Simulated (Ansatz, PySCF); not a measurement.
Reaction (SMILES): N[Si](N)(N)Cl + H+ → N[Si](N)([NH3+])Cl
Each molecule is optimised on its own at B3LYP-D3(BJ)/def2-TZVP (Ansatz, a quantum-chemistry and plane-wave program), one conformer each, not searched for the lowest.
Geometry of the first species:
SMILES: N[Si](N)(N)Cl
```xyz
11

N     -0.9994    -1.1121    -1.0915
Si     0.0764    -0.0184    -0.3508
N     -0.1028     1.5337    -1.0298
N      1.6812    -0.5599    -0.5356
Cl    -0.3703     0.0886     1.7002
H     -1.9472    -1.2293    -0.7727
H     -0.6320    -1.9476    -1.5160
H     -0.7972     1.6777    -1.7443
H      0.0884     2.3723    -0.5066
H      2.1056    -1.2047     0.1108
H      2.3560     0.0515    -0.9648
```
Charge 0, spin multiplicity 1.

Wanted: proton affinity (0 K, with B3LYP-D3(BJ) harmonic zero-point energies from PySCF), positive where the reaction releases energy, in kcal/mol. Correlated levels leave the core frozen unless marked. Spin-orbit coupling is left out. No relativistic terms. CBS marks a two-point X^-3 extrapolation of the correlation energy; Hartree-Fock from the larger set.

| level | program | proton affinity (kcal/mol) |
|---|---|---|
| B97M-V/def2-TZVPD | Ansatz | 215.1 |
| SCS-MP2/6-31G* | Ansatz | 219.0 |
| SCS-MP2/cc-pV(D+d)Z | Ansatz | 223.2 |
| SCS-MP2/cc-pV(Q+d)Z | Ansatz | 215.8 |
| CCSD/6-31G* | Ansatz | ? |
| CCSD(T)/CBS(cc-pV(T+d)Z,cc-pV(Q+d)Z) | Ansatz | 214.0 |

Question: What belongs in the gaps?

Answer: 
- CCSD/6-31G*, proton affinity (kcal/mol): 219.5
